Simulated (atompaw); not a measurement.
# Reading a pseudo-wave (hydrogen (H))

Columns: radius, all-electron u(r) and pseudo u(r) of the 1s shell (level -6.35 eV) of hydrogen in the configuration 1s1; LDA (PW92), scalar-relativistic, PAW (atompaw) scheme, atompaw 4.2.0.5.

```tsv
r (bohr)	all-electron	pseudo
0.052	0.0914	0.0631
0.104	0.1736	0.1255
0.156	0.2471	0.1866
0.208	0.3128	0.2458
0.260	0.3712	0.3024
0.312	0.4229	0.3561
0.363	0.4677	0.4054
0.415	0.5078	0.4519
0.467	0.5428	0.4943
0.519	0.5731	0.5324
0.571	0.5991	0.5662
0.623	0.6212	0.5956
0.675	0.6397	0.6206
0.727	0.6551	0.6415
0.779	0.6674	0.6584
0.831	0.6772	0.6717
0.883	0.6845	0.6816
0.935	0.6896	0.6884
0.987	0.6928	0.6926
1.038	0.6941	0.6944
1.090	0.6939	0.6943
1.142	0.6923	0.6926
1.194	0.6893	0.6895
1.246	0.6851	0.6852
1.298	0.6800	0.6800
1.350	0.6739	0.6739
```

Q: How many radial nodes do the two functions have?

A: The all-electron 1s function has n − l − 1 = 0; the pseudo-wave has 0.

Q: Where does each function peak?

A: Outermost all-electron maximum near 1.04 bohr, pseudo maximum near 1.04 bohr (to the table’s step).

Q: Is the pseudo-wave norm-conserving?

A: No, it belongs to a PAW set: the norm inside the radius is not constrained, and the difference is carried by the augmentation charge.
